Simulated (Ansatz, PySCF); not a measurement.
C3H7BF2O, SMILES CC[C@@H](F)B(O)F. Atoms are numbered in the order given.

```xyz
14

C     -1.9716     0.8738     0.0949
C     -1.0427     0.3495     1.1889
C      0.0580    -0.5668     0.6526
F     -0.5327    -1.7088     0.1077
B      1.0088     0.1202    -0.4255
O      1.5382     1.3535    -0.2663
F      1.3346    -0.5300    -1.5343
H     -2.4076     0.0330    -0.4648
H     -2.7948     1.4712     0.5150
H     -1.4265     1.5100    -0.6226
H     -0.5702     1.1879     1.7347
H     -1.6216    -0.2087     1.9436
H      0.6846    -0.9021     1.5045
H      1.2610     1.8030     0.5404
```

The structure is a stationary point at B3LYP-D3(BJ)/def2-SVP. The structure was generated by enumeration; whether it is a known compound was not checked. One conformer was computed; it need not be the lowest.

Two levels are set side by side: PBE-D3(BJ)/def2-SVP (Ansatz, a quantum-chemistry and plane-wave program) and B3LYP-D3(BJ)/def2-SVP (Ansatz). Each level has its own optimised geometry; the coordinates shown are those of the second. Frequencies come from the Hessian of PySCF at each geometry. Differences are taken from unrounded values.

| quantity | B3LYP-D3(BJ) | PBE-D3(BJ) | PBE-D3(BJ) minus B3LYP-D3(BJ) |
|---|---|---|---|
| mean bond length (Å) | 1.255 | 1.262 | 0.007 |
| bond C1–C2 (Å) | 1.528 | 1.529 | 0.001 |
| bond C2–C3 (Å) | 1.529 | 1.532 | 0.003 |
| bond C3–F4 (Å) | 1.396 | 1.403 | 0.006 |
| bond C3–B5 (Å) | 1.593 | 1.599 | 0.005 |
| bond B5–O6 (Å) | 1.352 | 1.361 | 0.010 |
| bond B5–F7 (Å) | 1.326 | 1.335 | 0.009 |
| bond C1–H8 (Å) | 1.100 | 1.108 | 0.008 |
| bond C1–H9 (Å) | 1.100 | 1.108 | 0.007 |
| bond C1–H10 (Å) | 1.103 | 1.111 | 0.007 |
| bond C2–H11 (Å) | 1.106 | 1.115 | 0.008 |
| bond C2–H12 (Å) | 1.103 | 1.111 | 0.008 |
| bond C3–H13 (Å) | 1.109 | 1.119 | 0.010 |
| bond O6–H14 (Å) | 0.964 | 0.973 | 0.009 |
| highest harmonic wavenumber (cm⁻¹) | 3871 | 3755 | -116 |
| mean harmonic wavenumber (cm⁻¹) | 1321 | 1285 | -36 |
| zero-point energy (kcal/mol) | 67.98 | 66.14 | -1.84 |

Exact exchange shortens and stiffens bonds; PBE has none. Differences between two approximate levels are no errors against the true value.
